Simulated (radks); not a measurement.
Values are calculated unless marked as measured or tabulated.
Question: Species: Te III. Configuration: [Kr] 4d10 5s2 5p2. Level of theory: Dirac Kohn-Sham, PBE, spin-unpolarised, spherical densities, point nucleus; open shells fill j = l - 1/2 first (a radial shooting solver on a logarithmic mesh with Libxc functionals).

Spin-orbit splittings of the eigenvalues, e(l+1/2) - e(l-1/2), with zeta = 2 splitting/(2l+1) and mean radii in bohr:

shell  occ.  splitting (eV)  zeta (eV)  <r> j=l-1/2  <r> j=l+1/2
2p        6           274.5      183.0       0.1008       0.1064
3p        6               ?          ?       0.3122       0.3236
3d       10           10.70      4.279       0.2947       0.2983
4p        6           9.717      6.478       0.8014       0.8299
4d       10           1.473     0.5892       0.9616       0.9736
5p        2           1.063     0.7087        2.293        2.375

Estimate the 3p splitting.

Answer: 51.16 eV (zeta = 34.11 eV).
